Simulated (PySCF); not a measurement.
## Excitation energy of Cl(2+) by level of theory

Cl(2+) [Ne] 3s2 3p3 (4S) → Cl(2+) [Ne] 3s1 3p4 (4P), as a difference of total energies. Computed with PySCF 2.14 in aug-cc-pV(T+d)Z, with the non-relativistic Hamiltonian (point nucleus). Correlated levels: valence: [Ne] frozen. The calculations carry no spin-orbit coupling.

```
           method  excitation energy (cm⁻¹)
              UHF                    103520
    MP2 (valence)                    103070
SCS-MP2 (valence)                    102990
   CCSD (valence)                     98569
CCSD(T) (valence)                     97658
```

A first-order spin-orbit estimate (lowest level to lowest level, LS coupling) adds -0.046 eV.

The coupled-cluster amplitudes are large for the upper state (T1 above 0.03 or a double amplitude above 0.15), so a single reference is strained.
